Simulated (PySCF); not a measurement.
## Two-component Hartree-Fock for Sn³⁺ (tin, charge +3)

Start: [Kr] 4d9 5s2; 4d3/2 filled at m_j = -3/2, -1/2, +1/2, +3/2; 4d5/2 filled at m_j = -3/2, -1/2, +1/2, +3/2, +5/2. Calculated with PySCF 2.14 in x2c-TZVPall-2c with one added diffuse shell each of s, p, d, f type (9s10p6d3f, 90 functions): generalised Hartree-Fock with the X2C-1e Hamiltonian and a Gaussian nucleus; one run each with spin-orbit coupling (SO) switched off, then screened by Boettger's factors. This is a chosen level, not necessarily the ground level.

| spinor shell | electrons | ε, spin-free (eV) | ε, screened SO (eV) | weight of nominal j (screened SO) | rms radius, screened SO (bohr) |
| --- | --- | --- | --- | --- | --- |
| 1s1/2 | 2 | -29385.0 | -29382.2 | 1.000 | 0.0333 |
| 2s1/2 | 2 | -4561.4 | -4560.6 | 1.000 | 0.136 |
| 2p1/2 | 2 | -4091.6 | -4251.6 | 1.000 | 0.118 |
| 2p3/2 | 4 | -4091.6 | -4018.5 | 1.000 | 0.123 |
| 3s1/2 | 2 | -950.43 | -950.19 | 1.000 | 0.361 |
| 3p1/2 | 2 | -793.06 | -823.24 | 1.000 | 0.354 |
| 3p3/2 | 4 | -793.06 | -779.17 | 1.000 | 0.366 |
| 3d3/2 | 4 | -551.52 | -556.92 | 0.999 | 0.339 |
| 3d5/2 | 6 | -551.52 | -547.68 | 0.999 | 0.342 |
| 4s1/2 | 2 | -195.99 | -195.93 | 1.000 | 0.868 |
| 4p1/2 | 2 | -145.36 | -151.78 | 0.990 | 0.922 |
| 4p3/2 | 4 | -145.36 | -142.34 | 0.995 | 0.950 |
| 4d3/2 | 4 | -70.650 | -71.601 | 0.927 | 1.13 |
| 4d5/2 | 5 | -70.650 | -69.924 | 0.942 | 1.14 |
| 5s1/2 | 2 | -40.945 | -40.940 | 1.000 | 2.25 |

```
   quantity    spin-free  screened SO
E (hartree)  -6170.43983  -6171.91727
        M_J          5/2          5/2
       ⟨J²⟩        8.754        8.754
       ⟨L²⟩        6.003        6.021
       ⟨S²⟩        0.750        0.767
```

Each row is a mean over spinors that exchange with the open shell spreads, by up to 6.715 eV (4p3/2).

Breit and QED terms are absent; they matter most for the inner s and p1/2 levels.

Densities and radii are taken from the X2C orbitals without a picture-change correction, which distorts them close to the nucleus.

Without spin-orbit coupling the j labels of p, d and f shells carry no meaning; the spin-free column gives the mean over the occupied spinors of each nl shell.
